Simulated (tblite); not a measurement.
C6H8Ge.
SMILES with atom numbers: `[CH2:1]=[CH:2][C:3]1=[CH:4][GeH2:5][CH:6]=[CH:7]1` (hydrogens: H8, H9 on C1; H10 on C2; H11 on C4; H12, H13 on Ge5; H14 on C6; H15 on C7)

Computed with GFN2-xTB (tblite), gas phase: L-BFGS steps from a force-field or distance-geometry start until the largest atomic force falls under 0.01 eV/Å.

Step 4: E = -509.9515 eV
```
atom  x, y, z in Å  |  force x, y, z in eV/Å
C1      2.7436   -0.1901    0.1461   -0.340   0.102  -0.193
C2      1.7212    0.2068   -0.6088   -0.003  -0.131   0.319
C3      0.3078    0.1105   -0.2661   -0.116  -0.004   0.000
C4     -0.6539    0.5480   -1.1112    0.026   0.028  -0.071
Ge5    -2.4205    0.2751   -0.3593    0.606  -0.146   0.252
C6     -1.5181   -0.4906    1.1885   -0.064  -0.022   0.069
C7     -0.1920   -0.4600    1.0035   -0.173  -0.009   0.048
H8      3.7572   -0.0772   -0.1819    0.162   0.002  -0.034
H9      2.5925   -0.6358    1.1053    0.042  -0.123   0.267
H10     1.9342    0.6491   -1.5700   -0.089   0.065  -0.131
H11    -0.4311    0.9852   -2.0708    0.163  -0.013   0.014
H12    -3.1165    1.5460   -0.0394   -0.291   0.074  -0.087
H13    -3.2187   -0.7316   -1.1011   -0.297   0.039  -0.113
H14    -1.9912   -0.8874    2.0797    0.265   0.043  -0.107
H15     0.4812   -0.8400    1.7635    0.108   0.094  -0.233
```

Step 5: E = -509.9766 eV
```
atom  x, y, z in Å  |  force x, y, z in eV/Å
C1      2.7414   -0.1898    0.1482   -0.195   0.020  -0.057
C2      1.7154    0.2034   -0.6005   -0.092  -0.087   0.245
C3      0.2988    0.1120   -0.2674    0.008  -0.018   0.004
C4     -0.6537    0.5517   -1.1222    0.131   0.022  -0.043
Ge5    -2.4087    0.2732   -0.3570    0.393  -0.105   0.184
C6     -1.5210   -0.4923    1.1942   -0.077  -0.081   0.187
C7     -0.1982   -0.4579    1.0005    0.023  -0.024   0.056
H8      3.7598   -0.0801   -0.1780    0.028   0.016  -0.041
H9      2.5988   -0.6386    1.1104    0.031  -0.082   0.192
H10     1.9154    0.6461   -1.5616    0.007   0.098  -0.210
H11    -0.4097    0.9890   -2.0802    0.055  -0.057   0.110
H12    -3.1295    1.5287   -0.0524   -0.282   0.174  -0.038
H13    -3.2301   -0.7094   -1.0969   -0.297  -0.064  -0.155
H14    -1.9784   -0.8950    2.0956    0.242   0.109  -0.246
H15     0.4954   -0.8331    1.7453    0.025   0.081  -0.189
```

Q: Estimate the geometry and energy of step 6. (The exact step hangs on the optimiser's Hessian estimate; all steps are aligned on step 5, rigid shifts and turns removed.)

A: E = -509.9909 eV, largest force 0.247 eV/Å
```
atom  x, y, z in Å  |  force x, y, z in eV/Å
C1      2.7387   -0.1902    0.1505   -0.080  -0.038   0.046
C2      1.7093    0.2010   -0.5934   -0.026  -0.017   0.081
C3      0.2927    0.1124   -0.2674    0.086  -0.018   0.002
C4     -0.6511    0.5547   -1.1303    0.147  -0.022   0.060
Ge5    -2.3950    0.2702   -0.3525    0.017  -0.024   0.045
C6     -1.5244   -0.4946    1.2007    0.218  -0.042   0.069
C7     -0.2006   -0.4569    0.9992   -0.088  -0.004   0.014
H8      3.7609   -0.0818   -0.1760   -0.099   0.019  -0.031
H9      2.6037   -0.6416    1.1166    0.026  -0.031   0.088
H10     1.9026    0.6453   -1.5585    0.043   0.059  -0.127
H11    -0.3944    0.9906   -2.0846    0.006  -0.050   0.095
H12    -3.1432    1.5200   -0.0619   -0.201   0.134  -0.024
H13    -3.2429   -0.6955   -1.0967   -0.212  -0.054  -0.114
H14    -1.9659   -0.8985    2.1026    0.118   0.062  -0.134
H15     0.5053   -0.8271    1.7297    0.044   0.027  -0.070
```

The energy changes by -0.0143 eV. The first-order estimate −F·Δx gives -0.0228 eV and the mean of the old and new forces, exact on a quadratic surface, -0.0143 eV. The step makes an angle of 60° with the force vector and moves no atom by more than 0.019 Å.

The cost below is that of the whole relaxation. The run took 0.29 s wall on Arm Neoverse N1, one thread, on a shared host.
